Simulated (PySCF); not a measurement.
# Correlation energy of Mg (magnesium, neutral)

[Ne] 3p2, high-spin 3P determinant (an excited configuration). Computed with PySCF 2.14 in dyall-av2z (14s10p4d, 64 functions), with the non-relativistic Hamiltonian (point nucleus). Frozen: [Ne]; 2 electrons correlated; the 12 highest virtual orbitals of each spin left out.

With two correlated electrons CCSD is exact within the correlated space (frozen core and kept virtual orbitals).

```csv
level,correlation energy (mhartree)
CCSD,-8.19
```

Diagnostics: T1 = 0.0028, D1 = 0.0039, largest double amplitude 0.112.

Cost of the coupled-cluster step: about 0.8 core-seconds, for 2 correlated electrons.
